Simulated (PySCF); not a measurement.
C2H10FNSi2, SMILES C(N)[SiH2]C[SiH2]F. Geometry: B3LYP-D3(BJ)/def2-SVP. The structure was generated by enumeration, and PubChem lists no compound with its InChIKey, so it may never have been made. The values are those of a single conformer.

Computed equilibrium geometry at B3LYP-D3(BJ)/def2-SVP (PySCF confirms it by a frequency run) as bond lengths and angles (one conformer of several):
Atoms: N1 C2 Si3 C4 Si5 F6 H7 H8 H9 H10 H11 H12 H13 H14 H15 H16. Bond lengths (Å): N1–C2 1.462, N1–H7 1.020, N1–H8 1.020, C2–Si3 1.897, C2–H9 1.114, C2–H10 1.105, Si3–C4 1.897, Si3–H11 1.496, Si3–H12 1.488, C4–Si5 1.866, C4–H13 1.104, C4–H14 1.105, Si5–F6 1.635, Si5–H15 1.489, Si5–H16 1.488. Angles (°): C2–N1–H7 110.6, C2–N1–H8 111.3, H7–N1–H8 106.3, N1–C2–Si3 109.9, N1–C2–H9 115.6, N1–C2–H10 109.0, Si3–C2–H9 109.5, Si3–C2–H10 106.8, H9–C2–H10 105.6, C2–Si3–C4 110.5, C2–Si3–H11 108.3, C2–Si3–H12 110.3, C4–Si3–H11 109.0, C4–Si3–H12 110.0, H11–Si3–H12 108.7, Si3–C4–Si5 114.5, Si3–C4–H13 108.6, Si3–C4–H14 108.8, Si5–C4–H13 109.7, Si5–C4–H14 107.9, H13–C4–H14 107.0, C4–Si5–F6 108.4, C4–Si5–H15 112.5, C4–Si5–H16 110.7, F6–Si5–H15 107.2, F6–Si5–H16 107.5, H15–Si5–H16 110.2.
